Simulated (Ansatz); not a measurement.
```yaml
crystal:
  periodic: [false, false, false]
  atoms:
    - {symbol: C, position_ang: [-2.916139, -1.879392, 0.598734]}
    - {symbol: O, position_ang: [-1.802250, -1.060687, 0.574641]}
    - {symbol: Zr, position_ang: [-0.185500, -0.202940, -0.089129]}
    - {symbol: N, position_ang: [-0.503343, 1.812066, -0.301874]}
    - {symbol: C, position_ang: [-0.320903, 2.854156, -1.269678]}
    - {symbol: C, position_ang: [-1.175318, 2.305242, 0.882123]}
    - {symbol: N, position_ang: [1.099365, -0.276321, 1.519872]}
    - {symbol: C, position_ang: [2.134799, 0.675806, 1.814513]}
    - {symbol: C, position_ang: [1.248891, -1.492039, 2.274279]}
    - {symbol: C, position_ang: [-0.031116, -0.252573, -2.653081]}
    - {symbol: C, position_ang: [1.284141, -0.084908, -2.158350]}
    - {symbol: C, position_ang: [1.643381, -1.257672, -1.465605]}
    - {symbol: C, position_ang: [0.543067, -2.141410, -1.512643]}
    - {symbol: C, position_ang: [-0.485337, -1.522644, -2.259227]}
    - {symbol: H, position_ang: [-2.909947, -2.594970, -0.235196]}
    - {symbol: H, position_ang: [-2.955915, -2.453944, 1.532575]}
    - {symbol: H, position_ang: [-3.838666, -1.289813, 0.528631]}
    - {symbol: H, position_ang: [0.196202, 2.483822, -2.155214]}
    - {symbol: H, position_ang: [-1.281040, 3.284673, -1.596010]}
    - {symbol: H, position_ang: [0.274893, 3.684986, -0.860100]}
    - {symbol: H, position_ang: [-1.322291, 1.507044, 1.620623]}
    - {symbol: H, position_ang: [-0.592080, 3.094173, 1.380707]}
    - {symbol: H, position_ang: [-2.168332, 2.718730, 0.650152]}
    - {symbol: H, position_ang: [3.140071, 0.291146, 1.571263]}
    - {symbol: H, position_ang: [1.983839, 1.596896, 1.245976]}
    - {symbol: H, position_ang: [2.147058, 0.941077, 2.883465]}
    - {symbol: H, position_ang: [1.209717, -1.303542, 3.358493]}
    - {symbol: H, position_ang: [0.444571, -2.198098, 2.043235]}
    - {symbol: H, position_ang: [2.207436, -1.999293, 2.070616]}
    - {symbol: H, position_ang: [-0.594642, 0.473737, -3.219706]}
    - {symbol: H, position_ang: [1.906723, 0.788527, -2.287354]}
    - {symbol: H, position_ang: [2.583066, -1.439353, -0.965555]}
    - {symbol: H, position_ang: [0.495652, -3.121063, -1.057922]}
    - {symbol: H, position_ang: [-1.460052, -1.941447, -2.463252]}
basis:
  gaussian: {orbitals: def2-TZVPD, final_grid: {core_spheres: 20, valence_spheres: 16, degree: 47}}
magnetization: {spin_polarized: true, initial_magnetization: 1}
hamiltonian: {xc: {name: CAM-B3LYP}}
accuracy: high
scf: {lower_state_search: full}
```

```sh
$ ansatz run in.yaml --threads 11 --pin off --events-out ev --progress --plain --max-ram 120832MiB --backend cuda --devices 0, --max-vram 75GiB
```

Output, abridged:

```
Error: a molecule whose nuclei and cores have a total charge of 114 cannot have a net charge of 0 together with 1 unpaired electrons
```

Task: Something in this input is off. What?

Result: The number of unpaired electrons doesn't fit the electron count. The input was rejected before any iteration.
